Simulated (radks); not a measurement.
Results of a calculation; reference values are marked as such.
Q: Species: Cd3+. Configuration: [Kr] 4d9. Code: a radial shooting solver on a logarithmic mesh with Libxc functionals. Model: Dirac Kohn-Sham, PBE, spin-unpolarised, spherical densities, finite nucleus; open shells fill j = l - 1/2 first; Fermi nuclear charge, rms radius 4.6087 fm. Some entries of the table are withheld. Estimate them.

orbital,occ.,eigenvalue (Ry),r(max) (bohr),<1/r> (bohr^-1)
1s1/2,2,-1950.971,0.01968,50.64
2s1/2,2,-291.8271,0.1114,11.69
2p1/2,2,-271.8618,(1),11.67
2p3/2,4,-257.7160,(2),10.94
3s1/2,2,-56.54474,0.3240,4.105
3p1/2,2,-48.54317,0.3104,4.012
3p3/2,4,-46.01647,0.3205,3.832
3d3/2,4,-31.85802,(3),3.671
3d5/2,6,-31.34454,(4),3.625
4s1/2,2,(5),0.7950,1.586
4p1/2,2,-7.81051,0.8275,1.468
4p3/2,4,-7.37662,0.8520,1.412
4d3/2,4,-3.39956,(6),1.119
4d5/2,5,-3.34277,(7),1.105
5s1/2,0,-2.37017,2.039,(8)
5p1/2,0,(9),2.336,0.4893
5p3/2,0,(10),2.403,0.4759

A: 
(1) 2p1/2 r(max) (bohr): 0.08597
(2) 2p3/2 r(max) (bohr): 0.09031
(3) 3d3/2 r(max) (bohr): 0.2641
(4) 3d5/2 r(max) (bohr): 0.2670
(5) 4s1/2 eigenvalue (Ry): -10.38691
(6) 4d3/2 r(max) (bohr): 0.9629
(7) 4d5/2 r(max) (bohr): 0.9727
(8) 5s1/2 <1/r> (bohr^-1): 0.5680
(9) 5p1/2 eigenvalue (Ry): -1.81330
(10) 5p3/2 eigenvalue (Ry): -1.76277
